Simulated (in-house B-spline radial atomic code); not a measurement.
A run on Pr+ (an excited or competing configuration) that did not converge. Method: scalar-relativistic (X2C) wB97X, spin-polarised, spherical fractional occupations, Fermi nucleus of rms radius 4.8919 fm; computed with a B-spline radial code for spherical atoms.

Command:
```bash
python run_scf.py task.json out
```
Settings (nuclear radius in fm, mass in u):
```
Z                59
configuration    [Kr] 4d10 4f3 5s2 5p5 6s1 7f1
hamiltonian      x2c
method           wb97x
spin_polarised   True
nucleus          fermi
rms_radius       4.8919
atomic_mass      140.90766
speed_of_light   137.035999084
```

First and last ten iterations of the last attempt (damped for 15 steps, keeping 80 % of the old Fock matrix, then DIIS):
```
 iter        energy (Eh)    residual
    1       -9221.626726    4.96e-01
    2       -9226.794262    5.78e-01
    3       -9231.085430    3.63e-01
    4       -9233.273997    2.20e-01
    5       -9234.315083    1.41e-01
    6       -9234.795670    9.61e-02
    7       -9235.014639    6.77e-02
    8       -9235.114271    4.73e-02
    9       -9235.160262    3.29e-02
   10       -9235.181815    2.28e-02
  111       -9235.204745    3.91e-04
  112       -9235.204755    4.94e-04
  113       -9235.204749    4.19e-04
  114       -9235.204732    3.78e-04
  115       -9235.204743    3.69e-04
  116       -9235.204748    4.05e-04
  117       -9235.204727    4.03e-04
  118       -9235.204779    7.07e-04
  119       -9235.204764    5.74e-04
  120       -9235.204755    4.82e-04
 not converged after 120 iterations
```

The smallest residual met was 3.5e-04; the threshold is about 6e-07. No energy from this run should be used. Run time, properties included: 22 s on 1 thread of Intel(R) Xeon(R) 6975P-C (shared host).
